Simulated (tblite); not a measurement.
C5H12BN2P.
SMILES with atom numbers: `[CH3:1]/[N:2]=[CH:3]\[CH:4]=[C:5](\[CH3:6])[B:7]([NH2:8])[PH2:9]` (hydrogens: H10, H11, H12 on C1; H13 on C3; H14 on C4; H15, H16, H17 on C6; H18, H19 on N8; H20, H21 on P9)

Computed with GFN2-xTB (tblite), gas phase: L-BFGS steps from a force-field or distance-geometry start until the largest atomic force falls under 0.01 eV/Å.

Step 59: E = -717.9914 eV
```
atom  x, y, z in Å  |  force x, y, z in eV/Å
C1      3.4716   -0.7330    0.3369    0.025   0.009  -0.008
N2      2.2929   -1.2276    0.9933    0.008   0.047  -0.037
C3      1.1272   -0.8775    0.6386   -0.031  -0.020  -0.007
C4      0.7093   -0.0097   -0.4460    0.010  -0.017   0.007
C5     -0.5320    0.4966   -0.5749    0.013  -0.035   0.013
C6     -0.8716    1.3350   -1.7749    0.007  -0.006   0.005
B7     -1.6966    0.2532    0.4504   -0.003  -0.002  -0.005
N8     -1.4970    0.3884    1.8122    0.007   0.010  -0.012
P9     -3.4691   -0.1010   -0.2148    0.047  -0.034   0.025
H10     4.3310   -1.1203    0.8837    0.026  -0.003   0.002
H11     3.5179    0.3603    0.3367   -0.016   0.000  -0.016
H12     3.5388   -1.0760   -0.6999   -0.042  -0.003   0.004
H13     0.3306   -1.3085    1.2367   -0.040  -0.023  -0.005
H14     1.4584    0.2065   -1.2013    0.009   0.022   0.026
H15    -1.6794    0.8634   -2.3395    0.007  -0.001   0.049
H16    -1.2357    2.3131   -1.4566    0.040  -0.028  -0.025
H17    -0.0141    1.4641   -2.4343   -0.028   0.030   0.029
H18    -2.2105    0.2509    2.5099   -0.042   0.018  -0.022
H19    -0.6083    0.6380    2.2156    0.007   0.012  -0.009
H20    -3.8583   -0.9665    0.7979    0.011   0.016  -0.027
H21    -3.1140   -1.1323   -1.0705   -0.015   0.009   0.012
```

Step 60: E = -717.9919 eV
```
atom  x, y, z in Å  |  force x, y, z in eV/Å
C1      3.4719   -0.7329    0.3368    0.022   0.009  -0.008
N2      2.2933   -1.2274    0.9935    0.009   0.037  -0.032
C3      1.1275   -0.8788    0.6381   -0.033  -0.013  -0.008
C4      0.7097   -0.0102   -0.4458    0.007  -0.012   0.006
C5     -0.5315    0.4963   -0.5748    0.007  -0.036   0.017
C6     -0.8713    1.3352   -1.7744    0.018  -0.022   0.024
B7     -1.6960    0.2523    0.4504   -0.015   0.002   0.002
N8     -1.4983    0.3897    1.8124    0.004   0.004  -0.019
P9     -3.4688   -0.1024   -0.2146    0.052  -0.020   0.023
H10     4.3319   -1.1196    0.8829    0.024  -0.006   0.005
H11     3.5186    0.3602    0.3359   -0.018   0.006  -0.016
H12     3.5378   -1.0766   -0.6997   -0.038  -0.003  -0.002
H13     0.3304   -1.3112    1.2348   -0.036  -0.021  -0.003
H14     1.4586    0.2085   -1.2002    0.017   0.018   0.021
H15    -1.6791    0.8654   -2.3381   -0.023  -0.023   0.033
H16    -1.2336    2.3133   -1.4578    0.028   0.004  -0.004
H17    -0.0154    1.4630   -2.4343    0.007   0.032   0.008
H18    -2.2128    0.2533    2.5096   -0.038   0.018  -0.028
H19    -0.6100    0.6389    2.2168    0.011   0.014  -0.008
H20    -3.8567   -0.9670    0.7989    0.007   0.007  -0.024
H21    -3.1150   -1.1332   -1.0713   -0.013   0.004   0.014
```

Step 61: E = -717.9930 eV
```
atom  x, y, z in Å  |  force x, y, z in eV/Å
C1      3.4722   -0.7357    0.3384    0.009   0.008  -0.008
N2      2.2910   -1.2273    0.9924    0.006   0.011  -0.016
C3      1.1255   -0.8809    0.6343   -0.024   0.002  -0.007
C4      0.7094   -0.0087   -0.4474   -0.003   0.001   0.001
C5     -0.5315    0.4987   -0.5754   -0.010  -0.030   0.018
C6     -0.8713    1.3410   -1.7732    0.021  -0.027   0.029
B7     -1.6952    0.2513    0.4498   -0.031   0.007   0.018
N8     -1.5028    0.3978    1.8123   -0.005  -0.008  -0.033
P9     -3.4663   -0.1189   -0.2129    0.059   0.013   0.017
H10     4.3317   -1.1213    0.8865    0.010  -0.011   0.008
H11     3.5210    0.3569    0.3337   -0.021   0.020  -0.018
H12     3.5375   -1.0841   -0.6963   -0.027   0.000  -0.014
H13     0.3261   -1.3160    1.2268   -0.021  -0.013  -0.001
H14     1.4583    0.2164   -1.1991    0.032   0.007   0.012
H15    -1.6956    0.8873   -2.3250   -0.037  -0.040   0.031
H16    -1.2089    2.3282   -1.4589    0.026   0.008   0.021
H17    -0.0227    1.4490   -2.4449    0.033   0.033  -0.004
H18    -2.2193    0.2621    2.5081   -0.026   0.016  -0.044
H19    -0.6167    0.6503    2.2193    0.019   0.020  -0.011
H20    -3.8424   -0.9837    0.8035   -0.001  -0.013  -0.020
H21    -3.1088   -1.1453   -1.0726   -0.007  -0.005   0.020
```

Step 62: E = -717.9938 eV
```
atom  x, y, z in Å  |  force x, y, z in eV/Å
C1      3.4729   -0.7378    0.3391   -0.009   0.007  -0.007
N2      2.2894   -1.2271    0.9908   -0.002  -0.015   0.004
C3      1.1236   -0.8826    0.6312   -0.006   0.011  -0.002
C4      0.7088   -0.0077   -0.4485   -0.006   0.010  -0.001
C5     -0.5320    0.4996   -0.5755   -0.016  -0.014   0.006
C6     -0.8710    1.3447   -1.7720    0.009  -0.018   0.021
B7     -1.6955    0.2510    0.4495   -0.020   0.004   0.017
N8     -1.5062    0.4038    1.8119   -0.012  -0.010  -0.029
P9     -3.4634   -0.1313   -0.2109    0.039   0.032   0.006
H10     4.3319   -1.1229    0.8893   -0.009  -0.008   0.002
H11     3.5225    0.3546    0.3317   -0.018   0.024  -0.020
H12     3.5372   -1.0896   -0.6943   -0.014   0.004  -0.019
H13     0.3224   -1.3198    1.2206   -0.002  -0.006  -0.002
H14     1.4586    0.2230   -1.1976    0.034  -0.003   0.009
H15    -1.7088    0.9032   -2.3142   -0.022  -0.036   0.037
H16    -1.1890    2.3393   -1.4595    0.024  -0.006   0.035
H17    -0.0276    1.4392   -2.4524    0.033   0.021  -0.004
H18    -2.2256    0.2701    2.5055   -0.013   0.016  -0.048
H19    -0.6218    0.6588    2.2208    0.017   0.022  -0.012
H20    -3.8314   -0.9970    0.8066   -0.007  -0.024  -0.014
H21    -3.1039   -1.1545   -1.0728    0.000  -0.010   0.021
```

**Question.** Estimate the geometry and energy of step 63. (The exact step hangs on the optimiser's Hessian estimate; all steps are aligned on step 62, rigid shifts and turns removed.)

**Answer.** E = -717.9944 eV, largest force 0.050 eV/Å
```
atom  x, y, z in Å  |  force x, y, z in eV/Å
C1      3.4732   -0.7388    0.3393   -0.023   0.007  -0.007
N2      2.2883   -1.2269    0.9897   -0.008  -0.030   0.015
C3      1.1222   -0.8841    0.6290    0.009   0.014   0.006
C4      0.7083   -0.0074   -0.4491    0.001   0.016  -0.001
C5     -0.5325    0.4995   -0.5754   -0.008   0.000  -0.007
C6     -0.8705    1.3466   -1.7709    0.002  -0.007   0.010
B7     -1.6958    0.2507    0.4495    0.001  -0.002   0.005
N8     -1.5084    0.4079    1.8113   -0.009  -0.008  -0.016
P9     -3.4602   -0.1388   -0.2091    0.003   0.033  -0.006
H10     4.3320   -1.1238    0.8909   -0.026  -0.002  -0.006
H11     3.5231    0.3537    0.3295   -0.015   0.019  -0.019
H12     3.5363   -1.0931   -0.6934   -0.004   0.007  -0.017
H13     0.3196   -1.3229    1.2161    0.014  -0.001  -0.003
H14     1.4595    0.2278   -1.1955    0.029  -0.011   0.006
H15    -1.7176    0.9123   -2.3058   -0.001  -0.024   0.037
H16    -1.1749    2.3460   -1.4594    0.015  -0.015   0.045
H17    -0.0302    1.4337   -2.4567    0.020   0.002   0.000
H18    -2.2309    0.2762    2.5022   -0.002   0.016  -0.040
H19    -0.6249    0.6647    2.2214    0.007   0.021  -0.011
H20    -3.8242   -1.0058    0.8082   -0.010  -0.026  -0.010
H21    -3.1011   -1.1607   -1.0723    0.007  -0.010   0.019
```

The energy changes by -0.0006 eV. The first-order estimate −F·Δx gives -0.0009 eV and the mean of the old and new forces, exact on a quadratic surface, -0.0006 eV. The step makes an angle of 79° with the force vector and moves no atom by more than 0.016 Å.

The cost below is that of the whole relaxation. Time: 2.0 s of wall time. Hardware: an Arm Neoverse N1 with one thread, no GPU (shared host).
